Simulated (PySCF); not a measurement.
CH3Cl3Si, SMILES Cl[Si](C)(Cl)Cl.

Coordinates come from a B3LYP-D3(BJ)/def2-SVP optimisation. The isomer is the one that the SMILES or the coordinates give; other isomers of the formula were not compared.

Level of theory: B3LYP-D3(BJ)/def2-SVP (PySCF).

Frequencies are harmonic and unscaled.

Modes within 1.5 cm⁻¹ of each other (mostly degenerate sets) share a row, with their intensities summed.

Task: Give all harmonic wavenumbers and intensities. (Estimate from the structure and the level; the computed values follow.)

Result: 
```tsv
mode	ν (cm⁻¹)	IR (km/mol)	moving atoms (share of kinetic energy)
1–2	153	1.1	Cl 71 %, C 19 %, H 10 %
3	164	0.0	H 99 %
4–5	214	6.8	Cl 50 %, C 19 %, H 18 %, Si 13 %
6	227	12.6	Cl 58 %, Si 25 %, C 13 %
7	444	20.6	Cl 69 %, C 17 %, Si 11 %
8–9	583	265.9	Si 57 %, Cl 35 %
10	754	79.7	Si 45 %, C 38 %, H 16 %
11–12	818	168.6	H 70 %, C 20 %, Si 10 %
13	1279	20.8	H 78 %, C 22 %
14–15	1424	7.7	H 96 %
16	3041	0.0	H 97 %
17–18	3144	0.6	H 91 %, C 9 %
```
